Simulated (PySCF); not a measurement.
A structure optimised at r2SCAN-D4/def2-SVP, used in a PySCF frequency run:

```xyz
9

Sn    -0.0790     0.2765     0.0788
C      1.8535    -0.6736     0.1227
O     -1.4224    -0.9849    -0.7011
H     -0.1420     1.5871    -1.0191
H     -0.5950     0.7272     1.6608
H      1.8410    -1.5380     0.8023
H      2.6141     0.0412     0.4711
H      2.1181    -1.0144    -0.8886
H     -1.6262    -1.7086    -0.0936
```

Write its SMILES and formula.

[CH3][SnH2][OH], CH₆OSn

What are its rotational constants (standard atomic weights)?

10.311, 4.9142, 3.6331 GHz
